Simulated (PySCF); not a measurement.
A calculated (TPSSh, PySCF 2.14, aug-cc-pwCVQZ, no relativity, point nucleus) atom or ion has these occupied shells.

```json
{"shell": "1s α", "electrons": "1", "orbital energy (eV)": "-313.03", "rms radius, mean of both spins (bohr)": "0.313"}
{"shell": "1s β", "electrons": "1", "orbital energy (eV)": "-311.59", "rms radius, mean of both spins (bohr)": "0.313"}
{"shell": "2p α", "electrons": "2", "orbital energy (eV)": "-33.535", "rms radius, mean of both spins (bohr)": "1.45"}
```

Q: Name the element and its charge.

A: C²⁺ (carbon, charge +2), in [He] 2p2, high-spin 3P determinant (an excited configuration).
